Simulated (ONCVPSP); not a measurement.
# Se (Z = 34), ONCV: configuration errors across variants

ONCVPSP 4.0.1 input, shortened (lines: element, Z, core and valence counts, functional; n l f; lmax; l rc ep ncon nbas qcut; lloc lpopt rc5 dvloc0; l nproj debl; icmod fcfact rcfact), PBE, scalar-relativistic:

```
  Se 34.00    4    4        4      upf
    1    0    2.00
    2    0    2.00
    2    1    6.00
    3    0    2.00
    3    1    6.00
    3    2   10.00
    4    0    2.00
    4    1    4.00
    2
    0    1.30    0.00    5    8    4.30
    1    1.05    0.00    4    7   12.80
    2    0.75    0.00    4    9   17.00
    4    5    0.50    1.00
    0    3    3.20
    1    2    2.90
    2    2    3.10
    3    4.25    1.65
```

All-electron excitation energies from the reference (eV): (1) 3p6 3d10 4s2 4p3 10.845; (2) 3p6 3d10 4s2 4p2 31.194; (3) 3p6 3d10 4s2 4p1 62.062; (4) 3p5 3d10 4s2 4p4 164.342.

A true bound ghost makes a file unfit for plane-wave use even where its test errors are small: the radial tests pick states by their node count and pass the ghost by.

Errors AE − PS in meV (a dash: test not solved or not reliable):

```tsv
change	(1)	(2)	(3)	(4)	bound ghosts	GHOST(+) flags above zero
base	-1.0	-4.1	-9.8	-173	s	s
core correction Teter function, fcfact 4.1, rcfact 1.65	-1.0	-4.1	-9.8	-173	s	s
d: rc 0.56	-0.9	-3.8	-8.8	-137	s	s, d
```

Q: Give the same row for: local potential polynomial inside 0.55 bohr (lpopt 5, dvloc0 6 Ha).

A: -0.8, -3.7, -9.3, -172; bound ghosts: s; GHOST(+) flags above zero: s.
